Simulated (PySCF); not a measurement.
**Steps of a relaxation of WOF3**

WOF3 (doublet; a saddle point, relaxed within its symmetry). PySCF 2.14.0, UKS r2SCAN, W def2-SVP with ECP60, O def2-SVP, F def2-SVP; non-relativistic Hamiltonian with scalar-relativistic core potentials where named; density fitting; no spin-orbit coupling. Origin of the start: template. Columns: position (Å) and force (eV/Å). Energies are counted from the last step; some of the 7 steps are shown. Forces carry noise of the integration grid, about 0.01 to 0.03 eV/Å.

Run from Python with OMP_NUM_THREADS=2. Where DIIS fails, smearing, a level shift and second-order steps follow.
It took 27 s on 2 threads of Arm Neoverse V1, on a shared host, from the converged density of the start.

```xyz
5
step 0  E = 3.124 eV
W     0.0199    0.0199    0.0199    -5.56   -8.59   -5.57
O     0.8915    0.8915    0.8915    10.86   12.45   10.86
F    -0.9831   -0.9831    1.0229    -4.76   -4.40    3.89
F     1.0229   -0.9831   -0.9831     3.89   -4.40   -4.76
F    -0.9831    1.0229   -0.9831    -4.43    4.94   -4.43
```

```xyz
5
step 2  E = 0.042 eV
W     0.0127    0.0127    0.0127     1.65   -0.35    1.65
O     1.0077    1.0077    1.0077    -1.03    0.06   -1.03
F    -1.0736   -1.0736    1.0948    -0.24   -0.04   -0.37
F     1.0948   -1.0736   -1.0736    -0.38   -0.04   -0.24
F    -1.0736    1.0948   -1.0736    -0.01    0.38   -0.01
```

```xyz
5
step 4  E = 0.003 eV
W     0.0406    0.0406    0.0406     0.62   -1.55    0.62
O     1.0198    1.0198    1.0198    -0.23    0.87   -0.23
F    -1.0788   -1.0788    1.0653    -0.14    0.15   -0.35
F     1.0653   -1.0788   -1.0788    -0.35    0.15   -0.14
F    -1.0788    1.0653   -1.0788     0.09    0.37    0.09
```

Q: Where does the relaxation end?

A: It converges at step 6 in C3v:
```xyz
5
step 6  E = 0
W     0.0519    0.0519    0.0519
O     1.0338    1.0338    1.0338
F    -1.0798   -1.0798    1.0420
F     1.0420   -1.0798   -1.0798
F    -1.0798    1.0420   -1.0798
```

Q: How did the contacts change?

A: 
```
  contact  start (Å)  end (Å)
W1–O2 (O)      1.510    1.701
W1–F3 (F)      1.737    1.882
W1–F4 (F)      1.737    1.882
W1–F5 (F)      1.737    1.882
```


Open shells may have lower solutions than the one found.
